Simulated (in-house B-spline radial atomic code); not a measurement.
The numbers below are computed, except where a source is named.
**Stopping and range of 50 keV N in InSb**

The pair potential comes from two frozen, spherical free-atom densities (PBE, B-spline radial code, scalar-relativistic past argon): electrostatics plus the change in Thomas-Fermi kinetic and Dirac exchange energy where they overlap, the recipe behind the universal ZBL potential, which averages such potentials (from solid-state densities) over many pairs. It is written V = (Z1 Z2 e²/r) φ(r/a), with e² = 14.3996 eV·Å and a = 0.46850 Å/(Z1^0.23 + Z2^0.23); ZBL's fit is φ = 0.18175 e^(−3.1998x) + 0.50986 e^(−0.94229x) + 0.28022 e^(−0.4029x) + 0.02817 e^(−0.20162x). Where φ falls below 4e-4 it is continued as an exponential.

The target is taken as amorphous, with density 5.77 g/cm³ (NSM archive of the Ioffe Institute); channelling is ignored. Masses: N 14.01, In 114.82, Sb 121.76 u. Nuclear stopping is S_n = 4π a Z1 Z2 e² M1/(M1 + M2) × s_n(ε), with s_n integrated over impact parameters for each pair. Electronic stopping is Lindhard and Scharff's S_e = Z1^(1/6) 8π e² a0 Z1 Z2/(Z1^(2/3) + Z2^(2/3))^(3/2) × v/v0, with a0 = 0.529177 Å and v = v0 at 24.801 keV/u; it misses the oscillations with Z1 seen in experiment, which reach tens of per cent. Compounds add by atom fraction.

```json
{"target atom": "In", "a (Å)": "0.11677", "ε at this energy": "1.054", "s_n, this pair": "0.3116", "s_n, ZBL potential": "0.3084"}
{"target atom": "Sb", "a (Å)": "0.11612", "ε at this energy": "1.013", "s_n, this pair": "0.3132", "s_n, ZBL potential": "0.311"}
```

Question: What are the atom density and the stopping powers at entry?

Answer: N = 5.77 × 0.602214/118.29 = 0.02938 atoms/Å³. For In: S_n = 788.2 × 0.3116 = 245.6 eV·Å², S_e = 2.1893 × √50000 = 489.5 eV·Å². For Sb: S_n = 774 × 0.3132 = 242.5 eV·Å², S_e = 2.2080 × √50000 = 493.7 eV·Å². Averaged over the target's atoms (half each) and times N × 10 Å/nm, the ion loses N S_n = 71.7 eV/nm to recoils and N S_e = 144 eV/nm to electrons; the nuclear share is 33 %.

Along the track:

```json
{"E (keV)": "2.5", "N S_n (eV/nm)": "67.3", "N S_e (eV/nm)": "32.3"}
{"E (keV)": "7.5", "N S_n (eV/nm)": "80.1", "N S_e (eV/nm)": "55.9"}
{"E (keV)": "15", "N S_n (eV/nm)": "82.2", "N S_e (eV/nm)": "79.1"}
{"E (keV)": "25", "N S_n (eV/nm)": "79.9", "N S_e (eV/nm)": "102"}
{"E (keV)": "37.5", "N S_n (eV/nm)": "75.7", "N S_e (eV/nm)": "125"}
{"E (keV)": "50", "N S_n (eV/nm)": "71.7", "N S_e (eV/nm)": "144"}
```

Question: Estimate the path length and the projected range.

Answer: With continuous slowing down the path is the integral of dE/(N (S_n + S_e)). Trapezoids over the table give 278 nm, and the stretch below the first row, with stopping taken as √E, adds 2E/(N S) = 50 nm: 328 nm in all, against 316 nm on a fine grid from 5 eV. Deflections shorten the depth: to first order in the energy passed on, N (S_n + S_e) dR_p/dE = 1 − N S_n (M2/M1) R_p/(2E), summed over the target's atoms, and integrating this on the fine grid gives R_p = 96.4 nm, 0.31 of the path. Lindhard's rule of thumb R/(1 + M2/3M1), with mean M2/M1 = 8.44, gives 82.9 nm; it is meant for M2/M1 below about 2. On the ZBL potential the same equation gives 97.4 nm, and the full integral equation, which keeps hard collisions, 101 nm.
